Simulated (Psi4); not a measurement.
I3Sn (SMILES [I][Sn-]([I])[I]), charge -1, singlet, geometry from GFN2-xTB (such geometries of metal compounds can be far from the true shape) (core potentials on I, Sn) (a gas-phase anion, which may not be bound at this level); Psi4 1.11 with B3LYP/def2-SVP.

Psi4 was given this input:
```
memory 2 GB

molecule {
-1 1
Sn   -0.01199166   -0.00955401    0.94012760
I    -1.99356510   -1.58626723   -0.33726525
I    -0.37409393    2.52761379   -0.27480117
I     2.37897192   -0.93233334   -0.27484642
}

set {
  basis def2-svp
}

energy('b3lyp')
print_variables()
```

Task: Write the output that Psi4 gives for this input, abridged.

Result: 
```
   => Loading Basis Set <=

    Name: DEF2-SVP
    Role: ORBITAL
    Keyword: BASIS

    !!!  WARNING: ECP capability is in beta. Please check occupations closely.  !!!

         ---------------------------------------------------------
                                   SCF
               by Justin Turney, Rob Parrish, Andy Simmonett
                          and Daniel G. A. Smith
                              RKS Reference
         ---------------------------------------------------------

  ==> Geometry <==

    Molecular point group: c1
    Full point group: C1

    Geometry (in Angstrom), charge = -1, multiplicity = 1:

       Center              X                  Y                   Z               Mass
    ------------   -----------------  -----------------  -----------------  -----------------
         SN          -0.011987325129    -0.009550556434     0.939787691564   119.902201630000
         I           -1.993560765129    -1.586263776434    -0.337605158436   126.904471900000
         I           -0.374089595129     2.527617243566    -0.275141078436   126.904471900000
         I            2.378976254871    -0.932329886434    -0.275186328436   126.904471900000

  Running in c1 symmetry.

  Rotational constants: A =      0.01222  B =      0.01222  C =      0.00679 [cm^-1]
  Rotational constants: A =    366.26553  B =    366.26552  C =    203.69485 [MHz]
  Nuclear repulsion =  532.249251743070090

  Charge       = -1
  Multiplicity = 1
  Electrons    = 98
  Nalpha       = 49
  Nbeta        = 49

  ==> Algorithm <==

  SCF Algorithm Type is DF.
  DIIS enabled.
  MOM disabled.
  Fractional occupation disabled.
  Guess Type is SAD.
  Energy threshold   = 1.00e-06
  Density threshold  = 1.00e-06
  Integral threshold = 1.00e-12

  ==> Primary Basis <==

  Basis Set: DEF2-SVP
    Blend: DEF2-SVP
    Number of shells: 40
    Number of basis functions: 104
    Number of Cartesian functions: 112
    Spherical Harmonics?: true
    Max angular momentum: 2

  Core potential: DEF2-SVP
    Number of shells: 16
    Number of ECP primitives: 105
    Number of ECP core electrons: 112
    Max angular momentum: 3

  ==> DFT Potential <==

   => LibXC <=

    Version 7.1.2
    S. Lehtola, C. Steigemann, M. J. T. Oliveira, and M. A. L. Marques,  SoftwareX 7, 1–5 (2018) (10.1016/j.softx.2017.11.002)

   => Composite Functional: B3LYP <=

    B3LYP Hyb-GGA Exchange-Correlation Functional

    P. J. Stephens, F. J. Devlin, C. F. Chabalowski, and M. J. Frisch,  J. Phys. Chem. 98, 11623 (1994) (10.1021/j100096a001)

    Deriv               =              1
    GGA                 =           TRUE
    Meta                =          FALSE

    Exchange Hybrid     =           TRUE
    MP2 Hybrid          =          FALSE

   => Exchange Functionals <=

    0.0800   Slater exchange
    0.7200         Becke 88

   => Exact (HF) Exchange <=

    0.2000               HF

   => Correlation Functionals <=

    0.1900   Vosko, Wilk & Nusair (VWN5_RPA)
    0.8100   Lee, Yang & Parr

   => LibXC Density Thresholds  <==

    XC_HYB_GGA_XC_B3LYP:  1.00E-15

   => Molecular Quadrature <=

    Radial Scheme          =       TREUTLER
    Pruning Scheme         =           NONE
    Nuclear Scheme         =       TREUTLER

    Blocking Scheme        =         OCTREE
    BS radius alpha        =              1
    Pruning alpha          =              1
    Radial Points          =             75
    Spherical Points       =            302
    Total Points           =          82349
    Total Blocks           =            741
    Max Points             =            256
    Max Functions          =            100
    Weights Tolerance      =       1.00E-15

   => Loading Basis Set <=

    Name: (DEF2-SVP AUX)
    Role: JKFIT
    Keyword: DF_BASIS_SCF

  ==> Integral Setup <==

  SCF_SUBTYPE=INCORE selected. In-core MEM_DF algorithm will be used.
  Using in-core AOs.

  ==> MemDFJK: Density-Fitted J/K Matrices <==

    J tasked:                   Yes
    K tasked:                   Yes
    wK tasked:                   No
    Algorithm:                 Core
    Schwarz Cutoff:           1E-12
    Mask sparsity (%):       7.5629
    Fitting Condition:        1E-10

   => Auxiliary Basis Set <=

  Basis Set: (DEF2-SVP AUX)
    Blend: DEF2-UNIVERSAL-JKFIT
    Number of shells: 184
    Number of basis functions: 872
    Number of Cartesian functions: 1236
    Spherical Harmonics?: true
    Max angular momentum: 5

  Minimum eigenvalue in the overlap matrix is 1.1574905400E-02.
  Reciprocal condition number of the overlap matrix is 3.2535048903E-03.
    Using symmetric orthogonalization.

  ==> Pre-Iterations <==

  SCF Guess: Superposition of Atomic Densities via on-the-fly atomic UHF (no occupation information).

   -------------------------
    Irrep   Nso     Nmo
   -------------------------
     A        104     104
   -------------------------
    Total     104     104
   -------------------------

  ==> Iterations <==

                           Total Energy        Delta E     RMS |[F,P]|

   @DF-RKS iter SAD: -1098.35329117013521   -1.09835e+03   0.00000e+00
   @DF-RKS iter   1: -1107.45511998428879   -9.10183e+00   8.80831e-03 DIIS/ADIIS
   @DF-RKS iter   2: -1107.43949038230289    1.56296e-02   9.57965e-03 DIIS/ADIIS
   @DF-RKS iter   3: -1107.98963080757017   -5.50140e-01   1.93807e-03 DIIS/ADIIS
   @DF-RKS iter   4: -1108.01781089845213   -2.81801e-02   7.65455e-04 DIIS/ADIIS
   @DF-RKS iter   5: -1108.02263808226894   -4.82718e-03   1.33717e-04 DIIS/ADIIS
   @DF-RKS iter   6: -1108.02277691532709   -1.38833e-04   1.71707e-05 DIIS
   @DF-RKS iter   7: -1108.02277907886491   -2.16354e-06   6.12847e-06 DIIS
   @DF-RKS iter   8: -1108.02277936039627   -2.81531e-07   6.96550e-07 DIIS
  Energy and wave function converged.

  ==> Post-Iterations <==

   Electrons on quadrature grid:
      Ntotal   =   98.0000486539 ; deviation = 4.865e-05

    Orbital Energies [Eh]
    ---------------------

    Doubly Occupied:

[...]
      49A     -0.078467

    Virtual:

[...]
     104A     56.098951

    Final Occupation by Irrep:
              A
    DOCC [    49 ]
    NA   [    49 ]
    NB   [    49 ]

  @DF-RKS Final Energy: -1108.02277936039627

   => Energetics <=

    Nuclear Repulsion Energy =            532.2492517430700900
    One-Electron Energy =               -3010.6361372965193368
    Two-Electron Energy =                1439.5963984331929169
    DFT Exchange-Correlation Energy =     -69.2322922401400263
    Empirical Dispersion Energy =           0.0000000000000000
    VV10 Nonlocal Energy =                  0.0000000000000000
    Total Energy =                      -1108.0227793603962709

Computation Completed

Properties will be evaluated at   0.000000,   0.000000,   0.000000 [a0]

Properties computed using the SCF density matrix

 Multipole Moments:

 ------------------------------------------------------------------------------------
     Multipole            Electronic (a.u.)      Nuclear  (a.u.)        Total (a.u.)
 ------------------------------------------------------------------------------------

 L = 1.  Multiply by 2.5417464519 to convert [e a0] to [Debye]
 Dipole X            :         -0.0460088            0.0367102           -0.0092986
 Dipole Y            :         -0.0364379            0.0292478           -0.0071901
 Dipole Z            :          3.6189581           -2.8780244            0.7409338
 Magnitude           :                                                    0.7410270

 ------------------------------------------------------------------------------------

  Variable Map:
  ----------------------------------------------------------------------------
[...]
  Array Variable Map:
  ----------------------------------------------------------------------------
[...]
[...]
```
